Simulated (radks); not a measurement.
Fractional charge and spin in the 2s shell of carbon: the spin-up occupation runs from 0 to 1 and the spin-down occupation from 0 to 1; the fullest corner is C, [He] 2p(up 1, down 1) 2s(up 1, down 1). All-electron calculation, scalar-relativistic Kohn-Sham, SCAN, spin-polarised, spherical densities, finite nucleus; meta-GGA in the generalised Kohn-Sham scheme; Fermi nuclear charge, rms radius of each element as measured or else 0.836 A^(1/3) + 0.57 fm. Program: a radial shooting solver on a logarithmic mesh with Libxc functionals. Energy (eV) minus the two flat planes that join the four corners (they meet along the diagonal where the two added fractions sum to one electron); zero is where a piecewise linear energy would lie.

| down \ up | 0 | 0.25 | 0.5 | 0.75 | 1 |
|---|---|---|---|---|---|
| 0 | 0.000 | -1.099 | -1.477 | -1.144 | 0.000 |
| 0.25 | -1.099 | -1.241 | -0.634 | 0.653 | -0.938 |
| 0.5 | -1.477 | -0.634 | 0.956 | -0.475 | -1.195 |
| 0.75 | -1.144 | 0.653 | -0.475 | -1.030 | -0.914 |
| 1 | 0.000 | -0.938 | -1.195 | -0.914 | 0.000 |

Corners above the fullest one (they belong to C+ and the next ion): (up 1, down 0) 19.435 eV, (up 0, down 1) 19.435 eV, (up 0, down 0) 53.420 eV. With half an added electron in each spin the energy lies 0.956 eV from the planes, and with half an added electron in spin up alone -1.477 eV. The planes are only a guide here: the flat-plane condition holds for ground states with one frontier orbital, while this shell lies below other occupied shells, so the corners above the fullest one are inner-hole states and not the ground states of those ions.
